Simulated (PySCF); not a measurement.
# Calculated NMR parameters of COC1CCCCC1

```
Formula                               : C7H14O
SMILES                                : COC1CCCCC1
InChI                                 : InChI=1S/C7H14O/c1-8-7-5-3-2-4-6-7/h7H,2-6H2,1H3
Point group of the computed structure : C1
Degrees of unsaturation               : 1
Carbon signals                        : 5
Proton signals                        : 8
```

Bonds (- single, = double, # triple, : aromatic): C1-O2, O2-C3, C3-C4, C4-C5, C5-C6, C6-C7, C7-C8, C8-C3. C1 carries H9, H10, H11; C3 carries H12; C4 carries H13, H14; C5 carries H15, H16; C6 carries H17, H18; C7 carries H19, H20; C8 carries H21, H22. H14, H16, H18, H20, H21 are cis to O2 on the ring; H13, H15, H17, H19, H22 are trans to O2 on the ring.

- structure optimised with PBE0-D3(BJ)/def2-SVP
- PBE0/pcSseg-1 with gauge-including orbitals
- run in PySCF
- non-relativistic, isolated molecule, one averaged value for each set of equivalent atoms, one conformer

Scale: TMS for 1H (σ = 31.27 ppm), 13C (σ = 184.41 ppm); 17O (σ = 334.56 ppm) against H2O (reference shieldings calculated alike).

```tsv
carbon	δC, type	δH (multiplicity)	HMBC from (2–3 bonds)	span of the C tensor (ppm)
C1	55.8, CH3	3.30 (s)	H12	89
C3	80.1, CH	2.58 (m)	H9/H10/H11, H13/H22, H16/H20, H15/H19, H14/H21	71
C4/C8	33.5, CH2	H13 1.93 (m); H14 0.89 (m)	H12, H13/H22, H16/H20, H17, H15/H19, H18, H14/H21	25
C5/C7	26.8, CH2	H15 1.08 (m); H16 1.61 (m)	H12, H13/H22, H16/H20, H17, H15/H19, H18, H14/H21	13
C6	28.0, CH2	H17 1.44 (m); H18 1.00 (m)	H13/H22, H16/H20, H15/H19, H14/H21	7
```

Other nuclei:
```csv
atoms,nucleus,environment,δ (ppm),σ (ppm)
O2,17O,ether oxygen,44.3,290.2
```

Carbon types of the structure: 1 × CH, 5 × CH2, 1 × CH3, which accounts for all hydrogens. δC 80.1: sp3 CH bonded to O; the inductive effect lowers its shielding. δC 55.8: methyl carbon bonded to O; deshielded by the electronegative neighbour. δC 33.5, 28.0, 26.8: sp3 CH2 in a ring; saturated and bonded to C and H only. δH 3.30: hydrogen on a methyl carbon bonded to O; its carbon carries O, which withdraws density. δH 2.58: hydrogen on an sp3 CH bonded to O; its carbon carries O, an electronegative neighbour.

Shifts are as computed. Against solution values, carbons near 30 ppm lie about +2 ppm off and those near 130 ppm about +5 ppm. Of 1211 compounds with measured shifts, 218 miss one by over three times the rms of a fit or turn the order of signals round; such compounds aren't used in these exercises. Experimental scales use liquid or dissolved standards, which lie at an offset from isolated H2O (liquid H2O: subtract about 36 ppm). Multiplicities follow the n + 1 count of equivalent neighbours, as no J values were calculated; m marks all less simple cases, F and P coupling included.
